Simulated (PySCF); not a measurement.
Species: `C[SiH2]OC(C)=O`. The columns A, B, C and D hold Mulliken, IAO, Hirshfeld and ESP-fitted charges (e) of one PBE0/pcSseg-1 density (PySCF), in a shuffled order. Coordinates in Å (GFN2-xTB); the density's dipole moment is (0.16, -0.59, 1.57) D.

| atom | x | y | z | A | B | C | D |
| --- | --- | --- | --- | --- | --- | --- | --- |
| C1 | -2.028 | 0.964 | 0.664 | -0.616 | -0.737 | -0.212 | -0.650 |
| Si2 | -1.339 | -0.752 | 0.253 | +0.790 | +0.994 | +0.413 | +0.821 |
| O3 | 0.330 | -0.725 | 0.218 | -0.555 | -0.589 | -0.193 | -0.583 |
| C4 | 1.060 | -0.040 | -0.652 | +0.904 | +0.539 | +0.223 | +0.398 |
| C5 | 2.538 | -0.229 | -0.431 | -0.692 | -0.474 | -0.122 | -0.239 |
| O6 | 0.576 | 0.641 | -1.515 | -0.572 | -0.463 | -0.261 | -0.409 |
| H7 | -1.783 | 1.678 | -0.119 | +0.169 | +0.174 | +0.047 | +0.162 |
| H8 | -1.614 | 1.343 | 1.596 | +0.158 | +0.159 | +0.046 | +0.143 |
| H9 | -3.108 | 0.941 | 0.768 | +0.143 | +0.161 | +0.047 | +0.140 |
| H10 | -1.829 | -1.246 | -1.031 | -0.146 | -0.137 | -0.076 | -0.092 |
| H11 | -1.476 | -1.718 | 1.338 | -0.155 | -0.136 | -0.081 | -0.116 |
| H12 | 2.784 | -1.279 | -0.576 | +0.193 | +0.172 | +0.058 | +0.144 |
| H13 | 2.788 | 0.037 | 0.593 | +0.196 | +0.170 | +0.057 | +0.141 |
| H14 | 3.100 | 0.384 | -1.128 | +0.183 | +0.168 | +0.054 | +0.138 |

Task: Which column most likely holds the ESP-fitted charges?

Result: A. Σ q r misses the density's dipole by 0.03 D (A), 0.48 D (C), 1.12 D (B), 1.22 D (D). Charges fitted to the outside potential are the only set here that is tied to the molecule's multipoles.

Task: And the Hirshfeld charges?

Result: C. The mean sizes are 0.135 e (C), 0.298 e (D), 0.362 e (B), 0.391 e (A), and Hirshfeld charges are commonly the smallest of these schemes.

As computed, A = ESP-fitted, B = IAO, C = Hirshfeld, D = Mulliken. Hydrogens on carbon: ESP-fitted +0.14 to +0.20, IAO +0.16 to +0.17, Hirshfeld +0.05 to +0.06, Mulliken +0.14 to +0.16 e.

The IAO scheme counts the electrons in orthogonalised intrinsic atomic orbitals, a minimal basis polarised so that it spans the occupied orbitals exactly. The Mulliken scheme counts on each atom the diagonal of the density matrix times the overlap matrix over that atom's basis functions.

Geometry: GFN2-xTB, one conformer, isolated molecule.

Conformer computed: `[CH3:1][SiH2:2][O:3][C:4]([CH3:5])=[O:6]`: C1–Si2–O3–C4 -65°, Si2–O3–C4–C5 180°.
